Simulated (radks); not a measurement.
Q: Radial electron density D(r) = 4 pi r^2 rho(r) of an atom or ion with 37 electrons. All-electron calculation, scalar-relativistic Kohn-Sham, PBEsol, spin-polarised, spherical densities, finite nucleus; Fermi nuclear charge, rms radius of each element as measured or else 0.836 A^(1/3) + 0.57 fm. Program: a radial shooting solver on a logarithmic mesh with Libxc functionals.

r (bohr)  D(r) (e/bohr)  spin D(r)
0.003129          18.06  -0.000135
0.004074          26.00  -0.000193
0.005263          35.86  -0.000264
0.006853          47.88  -0.000348
0.008923          60.50  -0.000432
0.01153           71.06  -0.000492
0.01501           77.27  -0.000480
0.01954           76.85  -0.000215
0.02525           71.84   0.000931
0.03287           68.66    0.00547
0.0428            75.51     0.0211
0.05529           91.08     0.0651
0.072             101.8      0.175
0.093             93.27      0.377
0.1211            75.26      0.649
0.1577            75.08      0.783
0.2037            86.59      0.528
0.2652            73.56     0.0498
0.3454            39.78      0.238
0.4461            25.02       1.38
0.5809            22.95       2.15
0.7564            12.14       1.40
0.9771            2.716      0.399
1.272            0.1984     0.0406
1.644          0.004408    0.00133

What is the nuclear charge?

A: Z = 59. The innermost maximum, from 1s, lies near gamma/Z bohr with gamma = sqrt(1 - (Z/c)^2) = 0.903, here 0.0153 bohr (found: 0.0168), and its height grows with Z. The density is that of the praseodymium ion Pr22+ in [Kr] 4d1; the configuration itself is not fixed sharply by these data, and Z only to a few units. D(r) has 3 maxima, at r = 0.0168, 0.0737, 0.212 bohr, and minima at 0.0321, 0.138 bohr, inside which lie 1.95, 11.02 electrons.
